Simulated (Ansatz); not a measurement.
Two structures of GeSiNH9, singlet, reached by relaxing down either side of one saddle point (PBE0-D4/def2-TZVP). Energies are electronic, without zero-point energy. Computed with Ansatz 0.2.0 (basis: def2-TZVPP and def2-QZVPP); correlated methods freeze the cores. Filled d shells of the heavier atoms are correlated. The def2 sets are not built for correlating such inner shells, so the correlated values are less sure here. Extrapolation: Hartree–Fock as exp(−7.88 √X), correlation as X^−2.97. First:

```
12
angstrom
Ge -1.6621 -0.0466 0.4866
N -0.6352 -0.8568 1.7842
H -1.1477 -0.5563 -0.8690
H -3.1767 -0.3472 0.5867
H -1.4436 1.4672 0.6224
H 1.6813 0.6865 0.0422
Si 1.9189 0.5513 -1.4157
H -0.8530 -0.5515 2.7231
H -0.6795 -1.8667 1.7648
H 3.2909 1.0165 -1.7463
H 0.9328 1.3745 -2.1619
H 1.7741 -0.8710 -1.8170
```

Second:

Ge1  (-1.403, 0.410, -0.726)
N2  (0.478, -0.632, 1.709)
H3  (-2.231, 0.902, -1.932)
H4  (-1.951, -0.975, -0.335)
H5  (-1.681, 1.377, 0.439)
H6  (1.463, -0.717, 1.930)
Si7  (0.917, 0.308, -1.226)
H8  (0.067, -0.012, 2.396)
H9  (0.060, -1.546, 1.837)
H10  (1.700, 1.212, -0.346)
H11  (1.148, 0.753, -2.632)
H12  (1.433, -1.080, -1.114)
(Å)

(1) Which bonds change from the first to the second?

(2) Give the saddle point's structure and its height above each. (To be estimated.)

No T1 diagnostic of these runs exceeds 0.013. The start structure is not quite a true minimum (one mode of 31i cm⁻¹).

Results:

(1) GeNH₅ ([NH2][GeH3]) + SiH₄ → GeSiH₆ ([SiH3][GeH3]) + NH₃; bonds formed: Ge1–Si7, N2–H6; bonds broken: Ge1–N2, H6–Si7.

(2) By the calculation: 189.4 kJ/mol above the first and 220.8 kJ/mol above the second (CCSD(T) at an estimated basis limit (MP2 extrapolated from triple and quadruple zeta, plus CCSD(T) − MP2 in triple zeta)).
Ge1  (-1.433, 0.108, 0.101)
N2  (-0.170, -0.667, 1.437)
H3  (-1.453, -0.674, -1.206)
H4  (-2.701, -0.266, 0.923)
H5  (-1.304, 1.623, 0.056)
H6  (0.706, -0.423, 0.854)
Si7  (1.451, 0.408, -1.119)
H8  (-0.187, -0.206, 2.346)
H9  (-0.275, -1.672, 1.570)
H10  (2.704, 1.201, -0.855)
H11  (0.721, 1.283, -2.109)
H12  (1.942, -0.714, -1.998)
(Å)

Labels in which every atom is bracketed show which atoms are joined, not bond orders.

For scale, one of the runs: CCSD(T)/def2-TZVPP, 247 basis functions, launched by `ansatz run in.yaml --threads 4 --pin off --events-out ev --progress --plain --max-ram 9574MiB`. The run took 3.9 min on 4 CPU threads of an AMD EPYC (shared host), with 4.9 GiB of host memory at its peak.
